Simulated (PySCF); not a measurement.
B(Br)(vinyl)(OH) (C2H4BBrO), SMILES C=CB(O)Br.

Coordinates come from a ωB97X-D3(BJ)/def2-SVP optimisation. One conformer was computed; it need not be the lowest.

The numbers are results of TDDFT-PBE/def2-SVPD run with PySCF 2.14.0, not measurements.

Vertical excitations. Isolated molecule, no solvent. State labels are in the subgroup Cs.

```json
[
 {"state": "S1", "symmetry": "A\"", "energy (eV)": "4.62", "λ (nm)": "268", "f": "0.000", "main pairs": "HOMO−1→LUMO 100 %"},
 {"state": "S2", "symmetry": "A'", "energy (eV)": "5.21", "λ (nm)": "238", "f": "0.113", "main pairs": "HOMO−2→LUMO 66 %, HOMO→LUMO 31 %"},
 {"state": "S3", "symmetry": "A\"", "energy (eV)": "5.72", "λ (nm)": "217", "f": "0.000", "main pairs": "HOMO−3→LUMO 99 %"},
 {"state": "S4", "symmetry": "A'", "energy (eV)": "5.95", "λ (nm)": "208", "f": "0.265", "main pairs": "HOMO→LUMO 63 %, HOMO−2→LUMO 30 %"},
 {"state": "S5", "symmetry": "A\"", "energy (eV)": "6.51", "λ (nm)": "191", "f": "0.000", "main pairs": "HOMO−4→LUMO 80 %, HOMO→LUMO+1 20 %"},
 {"state": "S6", "symmetry": "A\"", "energy (eV)": "6.51", "λ (nm)": "190", "f": "0.000", "main pairs": "HOMO→LUMO+1 80 %, HOMO−4→LUMO 20 %"},
 {"state": "S7", "symmetry": "A'", "energy (eV)": "6.60", "λ (nm)": "188", "f": "0.065", "main pairs": "HOMO−1→LUMO+1 98 %"},
 {"state": "S8", "symmetry": "A\"", "energy (eV)": "6.91", "λ (nm)": "179", "f": "0.019", "main pairs": "HOMO−2→LUMO+1 100 %"},
 {"state": "S9", "symmetry": "A\"", "energy (eV)": "7.27", "λ (nm)": "171", "f": "0.002", "main pairs": "HOMO→LUMO+2 99 %"},
 {"state": "S10", "symmetry": "A'", "energy (eV)": "7.38", "λ (nm)": "168", "f": "0.024", "main pairs": "HOMO−1→LUMO+2 96 %"},
 {"state": "T1", "symmetry": "A'", "energy (eV)": "3.82", "λ (nm)": "325", "f": "0", "main pairs": "HOMO→LUMO 89 %"},
 {"state": "T2", "symmetry": "A\"", "energy (eV)": "4.50", "λ (nm)": "276", "f": "0", "main pairs": "HOMO−1→LUMO 99 %"},
 {"state": "T3", "symmetry": "A'", "energy (eV)": "4.75", "λ (nm)": "261", "f": "0", "main pairs": "HOMO−2→LUMO 91 %"},
 {"state": "T4", "symmetry": "A\"", "energy (eV)": "5.29", "λ (nm)": "234", "f": "0", "main pairs": "HOMO−3→LUMO 99 %"}
]
```
Triplets are in the Tamm–Dancoff approximation, which puts them higher than full response would, so one can lie above its singlet here.
